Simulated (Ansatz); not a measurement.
Geometry optimisation, Ansatz, UKS PBE-D4/def2-SVP.

input.yaml

```yaml
crystal:
  periodic: [false, false, false]
  atoms:
    - { symbol: W, position_ang: [0.048104, -0.135103, 0.115393] }
    - { symbol: Cl, position_ang: [0.927674, 0.37618, 2.349477] }
    - { symbol: O, position_ang: [1.87483, -0.488958, -0.153112] }
    - { symbol: H, position_ang: [2.687631, -0.640227, 0.374817] }
    - { symbol: H, position_ang: [0.001096, 1.447435, -0.460838] }
    - { symbol: O, position_ang: [-1.497435, -0.092222, 1.040474] }
    - { symbol: H, position_ang: [-1.609893, -0.099084, 2.143651] }
    - { symbol: H, position_ang: [-0.436397, -1.353065, -0.979031] }
    - { symbol: H, position_ang: [-0.506105, 0.021117, -1.496422] }
    - { symbol: F, position_ang: [-1.489504, -0.114273, 3.349591] }
magnetization:
  spin_polarized: true
  initial_magnetization: 1
basis:
  gaussian: { orbitals: def2-SVP }
hamiltonian:
  xc: pbe
  dispersion: d4
relax:
  f_tol: 0.03
  max_steps: 50
```

Launched with:

```bash
$ ansatz run input.yaml --threads 4 --pin off --max-ram 5120MiB --backend cpu --events-out ev --progress --plain --runs-dir out
```

Question: Where does it end, and by what steps?

Answer: The run converged. After 32 steps the energy has fallen by 2.393 eV; Cl2 moved furthest, 1.80 Å. Parted: O6–H7 (1.11 → 1.76 Å). Joined: H7–F10 (1.21 → 0.96 Å), H8–H9 (1.47 → 0.80 Å).

| step | energy less start (eV) | largest force component (eV/Å) | accepted |
| --- | --- | --- | --- |
| 0 | 0.0000 | 1.604 | yes |
| 2 | -0.2614 | 1.056 | yes |
| 4 | -0.3594 | 0.549 | yes |
| 6 | -0.4276 | 0.746 | yes |
| 8 | -0.4919 | 0.728 | yes |
| 10 | -0.8265 | 1.611 | yes |
| 12 | -1.4236 | 1.636 | yes |
| 14 | -1.8526 | 0.933 | yes |
| 16 | -2.0370 | 0.277 | yes |
| 18 | -2.1036 | 0.781 | yes |
| 20 | -2.2146 | 0.576 | yes |
| 22 | -2.3309 | 0.421 | yes |
| 24 | -2.3411 | 1.161 | no |
| 26 | -2.3851 | 0.271 | no |
| 28 | -2.3918 | 0.152 | yes |
| 30 | -2.3931 | 0.055 | yes |
| 32 | -2.3934 | 0.020 | yes |

```xyz
10
Properties=species:S:1:pos:R:3
W 0.081 0.518 0.485
Cl 0.850 2.128 1.923
O 1.629 -0.591 0.439
H 1.792 -1.488 0.785
H 0.131 1.546 -0.874
O -1.605 0.448 0.908
H -1.305 -0.747 2.170
H -0.552 -1.134 -0.769
H -0.475 -0.511 -1.264
F -0.545 -1.247 2.482
```

Whether the end is a true minimum wasn't checked by a vibrational analysis.

Run time: 97 s on 4 threads of Arm Neoverse V2 (shared host), peak memory 0.24 GiB.
